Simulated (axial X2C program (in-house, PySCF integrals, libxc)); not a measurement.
# Curves of HGdH from open-shell CI on f8 s0

Calculated with an axial X2C code built on PySCF integrals: two-component X2C with atomic mean-field Coulomb and Gaunt terms, basis H dyall-v3z, Gd dyall-v3z (cores contracted in-house). Orbitals come from Hartree–Fock averaged over the configuration Gd f8 s0; CI then distributes these electrons over the f, s shells of Gd.

Scan along the symmetric stretch (R is each bond); masses H 1.008 u, Gd 157.924 u, H 1.008 u. Energies in cm⁻¹ from the lowest point; levels are followed by energy order within each Ω. Lowest level at 2.259 Å: 100% f8.

| R (Å) | (1)Ω=6 | (1)Ω=5 | (1)Ω=4 | (1)Ω=3 | (1)Ω=2 | (1)Ω=1 | (1)Ω=0 |
| --- | --- | --- | --- | --- | --- | --- | --- |
| 2.101 | 1409 | 1822 | 2240 | 2663 | 3085 | 3471 | 3663 |
| 2.180 | 339 | 748 | 1163 | 1583 | 2001 | 2383 | 2572 |
| 2.259 | 0 | 403 | 812 | 1226 | 1638 | 2009 | 2190 |
| 2.349 | 323 | 719 | 1120 | 1525 | 1924 | 2279 | 2447 |
| 2.440 | 1252 | 1639 | 2030 | 2423 | 2809 | 3143 | 3297 |
| 2.541 | 2821 | 3197 | 3576 | 3956 | 4323 | 4634 | 4772 |
| 2.666 | 5331 | 5692 | 6055 | 6415 | 6758 | 7039 | 7158 |

Problem. Fit the curves (1)Ω=6, (1)Ω=5, (1)Ω=4, (1)Ω=3, (1)Ω=2, (1)Ω=1, (1)Ω=0 near their minima.

Solution. From the open-shell CI curves, Te from the lowest:

```
 level  Te (cm⁻¹)  Re (Å)  ωe (cm⁻¹)
(1)Ω=6          0   2.262     1247.5
(1)Ω=5        403   2.263     1244.7
(1)Ω=4        812   2.264     1241.6
(1)Ω=3       1225   2.265     1237.8
(1)Ω=2       1636   2.266     1232.7
(1)Ω=1       2006   2.268     1225.5
(1)Ω=0       2185   2.269     1220.2
```

Without dynamic correlation distances can be off by several hundredths of an Å (long for ionic bonds, short for multiple bonds) and the wavenumbers are rough.

The 7 lowest curves are shown; the next is (2)Ω=5, from 2372 cm⁻¹.

There is no dynamic correlation: spin–orbit spacings and, for f shells, spacings inside one term are the most reliable numbers, splittings between terms come out too wide, and energies between configurations are not reliable, so the lowest level need not be the ground state of the molecule. At most 4 roots were kept for each Ω > 0 (twice that for Ω = 0) within 2.2 eV of the lowest, so higher up levels can be missing between those listed; levels with Ω > 0 are doubly degenerate and listed once, Ω = 0 levels singly. States that fill the shells left empty in the average are placed too high. The molecule was held linear; bending was not examined.
